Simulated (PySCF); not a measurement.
Se(OH)(SH) (H₂OSSe), SMILES O[Se]S. Geometry: PBE-D3(BJ)/def2-TZVP. One conformer was computed; it need not be the lowest.

Computed equilibrium geometry at PBE-D3(BJ)/def2-TZVP (PySCF confirms it by a frequency run) as bond lengths and angles (one conformer of several):
Atoms: Se1 O2 H3 S4 H5. Bond lengths (Å): Se1–O2 1.834, Se1–S4 2.187, O2–H3 0.976, S4–H5 1.360. Angles (°): O2–Se1–S4 104.4, Se1–O2–H3 105.7, Se1–S4–H5 98.8.
